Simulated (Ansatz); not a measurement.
Stepwise reaction of `[AlH2][SeH]` with hydrogen fluoride, as a gas-phase model of exchange steps in deposition or etching. ΔE in kJ/mol; ΔG adds harmonic PBE0-D4 terms to CCSD(T)/CBS, at 1 bar.

Computed with Ansatz on PBE0-D4/def2-TZVP structures; ΔE is electronic, products minus reactants. CCSD(T)/CBS is the MP2 limit (def2-TZVPP, def2-QZVPP) plus CCSD(T) − MP2 in def2-TZVPP, frozen cores. This one scheme is used for every species. DFT in def2-TZVPP. B3LYP here is the variant with VWN-RPA as its local correlation; programs differ in this. For Se outer-core shells are correlated without core-valence functions, which leaves a few kJ/mol of doubt a bond. Scalar relativity is left out up to krypton. Each species was taken in one conformer, which may not be the lowest.

```
step                                    reaction  PBE-D4  B3LYP-D4  ωB97M-V  CCSD(T)/CBS  ΔG(500 K)
   1  `[AlH2][SeH]` + H–F → `[F][AlH][SeH]` + H₂  -160.2    -168.0   -166.0       -165.4     -163.1
```

Problem. Give the row of step 2, `[F][AlH][SeH]` + H–F → `[F][Al]([F])[SeH]` + H₂. (Estimate.)

Solution. The calculation gave: 
| step | reaction | PBE-D4 | B3LYP-D4 | ωB97M-V | CCSD(T)/CBS | ΔG(500 K) |
| --- | --- | --- | --- | --- | --- | --- |
| 2 | `[F][AlH][SeH]` + H–F → `[F][Al]([F])[SeH]` + H₂ | -152.4 | -160.6 | -157.8 | -158.6 | -155.8 |

Problem. By hand: ΔE of the 2 steps together at CCSD(T)/CBS.

Solution. (-165.4) + (-158.6) = -324.0 kJ/mol, or -162.0 kJ/mol a step.

In ΔE each step is higher than the one before. All are downhill at CCSD(T)/CBS. ΔG lies between -163.1 and -155.8 kJ/mol a step. PBE-D4 differs from CCSD(T)/CBS by 5.2 to 6.2 kJ/mol a step. Isolated molecules leave out the surface, adducts and barriers. Largest T1 diagnostic: 0.011.
